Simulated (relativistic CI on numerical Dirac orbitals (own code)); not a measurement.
**Radial parameters of Rb³⁺**

Calculated at this level of theory: Dirac-Coulomb-Breit CI, KLI orbitals optimised for each configuration, a model potential for QED, valence Slater integrals scaled by 0.85, P86 correlation energy added to each configuration (own radial code, finite nucleus).

Slater integrals F^k, G^k are unscaled and averaged over j, outside the closed core [Ar] 3d10; ζ comes from projecting the Hamiltonian with its Breit term on Σ l·s of the shell.

- 4s²4p⁴: F^2(4p,4p) = 66124, ζ(4p) = 5432.3 cm⁻¹; <r>(4p) = 1.584, <r^2>(4p) = 2.858 (bohr units).
- 4s4p⁵: G^1(4s,4p) = 89425, ζ(4p) = 5415.6 cm⁻¹; <r>(4s) = 1.395, <r^2>(4s) = 2.204, <r>(4p) = 1.581, <r^2>(4p) = 2.848 (bohr units).
- 4s²4p³4d: F^2(4p,4p) = 66755, ζ(4p) = 5662.5, F^2(4p,4d) = 50356, G^1(4p,4d) = 61033, G^3(4p,4d) = 37299, ζ(4d) = 248.16 cm⁻¹; <r>(4p) = 1.568, <r^2>(4p) = 2.803, <r>(4d) = 2.177, <r^2>(4d) = 5.482 (bohr units).

In this model ζ of a weakly bound d, f or g electron outside closed shells comes out too small, for d by up to a factor of two or three and at times with the wrong sign; that of an outer p electron is too small as well.

Correlation outside the listed configurations is missing or only estimated: errors of thousands of cm⁻¹ between configurations and terms are usual at this charge. Rates and lifetimes follow the computed energies and can be off by large factors. The fine structure of a lone outer electron comes out too small, for d and f at times inverted, and misplaced configurations move strength between like terms. 54 of the 69 excited levels that our extract of the measured tables holds in this range could be paired (the sources list more); they are missed by 8643 cm⁻¹ on average and 12667 at most, and levels without a partner can miss by more.

Averages of the first 10 configurations, taken without configuration mixing, which lowers the lowest level and can move excited configurations by several eV; other configurations of the list can lie among them:

```json
{"Configuration": "4s²4p⁴", "Parity": "even", "States": "15", "Average energy above the lowest level (eV)": "2.6"}
{"Configuration": "4s4p⁵", "Parity": "odd", "States": "12", "Average energy above the lowest level (eV)": "22.6"}
{"Configuration": "4s²4p³4d", "Parity": "odd", "States": "200", "Average energy above the lowest level (eV)": "26.9"}
{"Configuration": "4p⁶", "Parity": "even", "States": "1", "Average energy above the lowest level (eV)": "45.9"}
{"Configuration": "4s²4p³4f", "Parity": "even", "States": "280", "Average energy above the lowest level (eV)": "42.3"}
{"Configuration": "4s4p⁴4d", "Parity": "even", "States": "300", "Average energy above the lowest level (eV)": "45.9"}
{"Configuration": "4s²4p³5s", "Parity": "odd", "States": "40", "Average energy above the lowest level (eV)": "29.8"}
{"Configuration": "4s²4p³5p", "Parity": "even", "States": "120", "Average energy above the lowest level (eV)": "34.5"}
{"Configuration": "4s4p⁴4f", "Parity": "odd", "States": "420", "Average energy above the lowest level (eV)": "61.9"}
{"Configuration": "4s²4p³5d", "Parity": "odd", "States": "200", "Average energy above the lowest level (eV)": "41.2"}
```
